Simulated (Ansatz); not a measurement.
Cd7H20S7⁻. Total charge -1; doublet. Geometry PBE-D4/def2-SVP, that of the neutral singlet; atoms count from 1.

Cartesian coordinates in Å:
```
Cd 1.5629 1.4854 4.8773
S 3.4129 0.4676 2.4209
S -0.2500 0.8947 2.4864
Cd -0.0906 2.8338 0.7729
Cd 3.3708 -0.5070 -0.3644
S 1.7718 1.5110 -0.8000
S -1.8032 1.8505 -1.1284
Cd 0.1312 1.6485 -2.9694
Cd -0.6035 -1.6655 2.3391
S 1.3744 -1.9896 0.4241
S -2.2103 -1.7417 0.1174
Cd -3.0703 -0.3505 -2.0156
Cd -0.4046 -3.0997 -1.3189
S -0.5578 -0.9459 -2.9152
H 1.7806 3.1237 4.4908
H 1.4627 -0.0878 5.5089
H 4.4258 1.3800 2.3956
H 4.1869 -0.4621 3.0499
H -1.4622 1.2164 3.0180
H 0.0364 4.5204 0.8979
H 4.9326 -0.8755 -0.9025
H 2.6556 2.4870 -1.1479
H -2.4989 2.9166 -1.6120
H -2.5954 4.4939 -3.8504
H -1.9257 4.1574 -4.0235
H 0.5216 2.5459 -4.3545
H -0.8142 -2.9004 3.4821
H 2.0194 -3.1238 0.8147
H -3.1368 -2.7140 0.3424
H -3.7023 -5.2742 -0.4587
H -4.5750 -0.4459 -2.7874
H -0.2949 -4.7118 -1.8340
H -2.9925 -5.2561 -0.7547
H -0.6574 -1.3815 -4.2010
```

In the def2 sets Cd takes a core potential; there is no spin–orbit coupling. Single mean-field runs in def2-TZVP are fitted with def2-universal-jkfit. The highest occupied level of the charge -1 doublet lies above zero (up to 0.62 eV). Energy differences disagree on whether the electron is bound (positive means bound): 0.45 eV (vertical, against the charge 0 singlet, at PBE0-D4/def2-TZVP), but -0.23 eV at LC-ωPBE (ω = 0.30 bohr⁻¹)/def2-SVP. In the doublet geometry the species has come apart into loosely held pieces.

Q: Estimate the Mulliken populations of the heavy atoms from the PBE0/def2-TZVP orbitals of Ansatz.

A: 
| atom | charge (e) | spin (α − β) | d electrons |
| --- | --- | --- | --- |
| Cd1 | 0.20 | 0.03 | 9.95 |
| S2 | -0.28 | -0.01 | – |
| S3 | -0.57 | -0.01 | – |
| Cd4 | 0.46 | 0.09 | 9.98 |
| Cd5 | 0.41 | 0.14 | 9.98 |
| S6 | -0.59 | -0.03 | – |
| S7 | -0.58 | -0.01 | – |
| Cd8 | 0.51 | 0.04 | 9.98 |
| Cd9 | 0.46 | 0.09 | 9.98 |
| S10 | -0.59 | -0.03 | – |
| S11 | -0.58 | -0.01 | – |
| Cd12 | 0.44 | 0.08 | 9.98 |
| Cd13 | 0.50 | 0.04 | 9.98 |
| S14 | -0.59 | -0.01 | – |
Mulliken values depend strongly on the basis.

Q: Where does the spin sit?

A: Summed by element: Cd 0.52, S -0.11, H 0.59, of 1 unpaired in all. Largest on single atoms: Cd5 0.14, Cd4 0.09, Cd9 0.09.

Q: And the Mayer bond orders between heavy atoms (over 0.3)?

A: S3–Cd4 0.42 (2.59 Å); S3–Cd9 0.43 (2.59 Å); Cd5–S6 0.39 (2.61 Å); Cd5–S10 0.40 (2.61 Å); S6–Cd8 0.32 (2.72 Å); S7–Cd8 0.41 (2.68 Å); S7–Cd12 0.34 (2.69 Å); Cd8–S14 0.33 (2.68 Å); S10–Cd13 0.32 (2.73 Å); S11–Cd12 0.34 (2.69 Å); S11–Cd13 0.41 (2.68 Å); Cd12–S14 0.35 (2.73 Å); Cd13–S14 0.33 (2.69 Å).
